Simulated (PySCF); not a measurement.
## C₆ coefficients of unlike pairs at UHF

Calculated with PySCF 2.14 from the dipole response of each species, C₆(A,B) = (3/π) ∫ α_A(iu) α_B(iu) du, in atomic units, from isotropic polarisabilities. For ions this is the dispersion term alone; charge-induced terms of lower order in 1/R come first.

```json
{"species": "Co²⁺", "configuration": "[Ar] 3d7 (4F)", "basis": "def2-QZVPPD (11s6p5d4f2g)", "relativity": "none", "α (bohr³)": "2.844", "C₆ (like pair)": "7.902"}
{"species": "Al³⁺", "configuration": "[Ne] (1S)", "basis": "aug-cc-pwCVDZ (6s5p3d)", "relativity": "none", "α (bohr³)": "0.2288", "C₆ (like pair)": "0.2027"}
{"species": "Cl⁻", "configuration": "[Ar] (1S)", "basis": "aug-cc-pCVTZ-DK with one added diffuse shell each of s, p, d, f type (9s8p6d4f)", "relativity": "spin-free X2C", "α (bohr³)": "31.40", "C₆ (like pair)": "267.5"}
{"species": "Au³⁺", "configuration": "[Xe] 4f14 5d8 (3F)", "basis": "def2-QZVPPD with the def2 core potential (60 electrons) (7s5p4d4f2g)", "relativity": "core potential", "α (bohr³)": "5.560", "C₆ (like pair)": "31.65"}
```

**Question.** Estimate C₆ for Au³⁺ with Co²⁺.

**Answer.** The integral gives 15.77. The combination rule 2 C_A C_B / (C_A α_B/α_A + C_B α_A/α_B) gives 15.81 and the geometric mean 15.81.

No spin-orbit coupling is included.

The other pairs:

```
      pair     C₆
Au³⁺, Al³⁺  2.144
 Cl⁻, Al³⁺  4.065
 Au³⁺, Cl⁻  78.06
 Cl⁻, Co²⁺  38.81
Al³⁺, Co²⁺  1.109
```
